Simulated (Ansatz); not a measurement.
Reaction (formal exchange of groups at the Al–Br bond): `[OH][Al]([Br])[O][SiH3]` + CH₄ → `[CH3][Al]([OH])[O][SiH3]` + HBr

Computed with Ansatz on PBE0-D4/def2-TZVP structures; ΔE is electronic, products minus reactants. CCSD(T)/CBS adds triple-zeta CCSD(T) − MP2 to the extrapolated MP2 energy (def2 sets, frozen cores). This one scheme is used for every species. DFT in def2-TZVPP. For Br outer-core shells are correlated without core-valence functions, which leaves a few kJ/mol of doubt a bond. Scalar relativity is left out up to krypton. One conformer a species, not always the lowest.

| level | ΔE (kJ/mol) | difference from CCSD(T)/CBS |
| --- | --- | --- |
| LDA (SPW92) | 142.7 | -17.4 |
| PBE-D4 | 149.4 | -10.7 |
| r2SCAN0-D4 | 162.9 | 2.8 |
| CAM-B3LYP-D4 | 155.2 | -4.9 |
| BLYP | 149.3 | -10.8 |
| r2SCAN | 160.0 | -0.1 |
| CCSD(T)/def2-SVP | 159.2 | -0.9 |
| CCSD/def2-TZVPP | 158.8 | -1.3 |
| SCS-MP2/def2-QZVPP | 163.5 | 3.4 |
| HF/CBS(def2) | 174.3 | 14.2 |
| CCSD(T)/CBS | 160.1 | 0 |

Largest T1 diagnostic among the species: 0.012.

From BLYP to BHLYP (50 % exact exchange), in def2-TZVPP and without D4, ΔE moves by +13.4 kJ/mol. Leaving LDA and LC-ωPBE aside and taking each functional with its dispersion term where it has one, the values, not all of them listed here, spread over 16.1 kJ/mol, from PBE-D4 to BHLYP-D4. LDA lies −6.0 kJ/mol from PBE without D4.
